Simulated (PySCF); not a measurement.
Numbering as in the mapped SMILES `[CH:1]1=[CH:2][CH2:3][C:4]([n:5]2[cH:6][cH:7][cH:8][cH:9]2)=[CH:10][CH2:11]1`. Each H is labelled by its parent atom.

[PySCF: structure optimised with GFN2-xTB; shieldings: GIAO PBE0/pcSseg-1; averaged over atoms made equivalent by symmetry, fast rotation or ring inversion; single conformer; no solvent; no relativistic terms]

Referencing at the same level of theory: 13C, 1H against TMS; 15N vs NH3.

```csv
atoms,nucleus,count,Hirshfeld charge,δ (ppm)
C3,13C,1,-0.07,?
C2,13C,1,-0.05,?
H(C2),1H,1,0.05,6.12
H(C1),1H,1,0.05,?
H(C3),1H,2,0.05,?
H(C6)/H(C9),1H,2,0.05,6.90
C7/C8,13C,2,-0.10,115.8
H(C10),1H,1,0.04,5.89
H(C11),1H,2,0.05,3.15
C11,13C,1,-0.07,31.2
N5,15N,1,0.00,208.2
C4,13C,1,0.05,139.0
H(C7)/H(C8),1H,2,0.05,6.45
C6/C9,13C,2,-0.04,?
C1,13C,1,-0.05,131.9
C10,13C,1,-0.07,112.2
```

Problem. Fill in the missing shifts.

Solution. 
- C2: 130.6 ppm, alkene CH; the olefinic region
- C6/C9: 119.7 ppm, aromatic CH next to a ring nitrogen
- C3: 31.6 ppm, allylic sp3 CH2; saturated and bonded to C and H only
- H(C1): 6.11 ppm, hydrogen on an alkene CH; a vinylic proton, deshielded by the sp2 carbon and the C=C anisotropy
- H(C3): 3.22 ppm, hydrogen on an allylic sp3 CH2

Shifts are as computed. Against solution values, carbons near 30 ppm lie about +3 ppm off and those near 130 ppm about +5 ppm. Of 1211 compounds with measured shifts, 218 miss one by over three times the rms of a fit or turn the order of signals round; such compounds aren't used in these exercises. Experimental scales use liquid or dissolved standards, which lie at an offset from isolated NH3 (liquid NH3: subtract about 20 ppm). Unscaled 15N shifts of sp2 nitrogen come out 20 to 40 ppm too high even then.
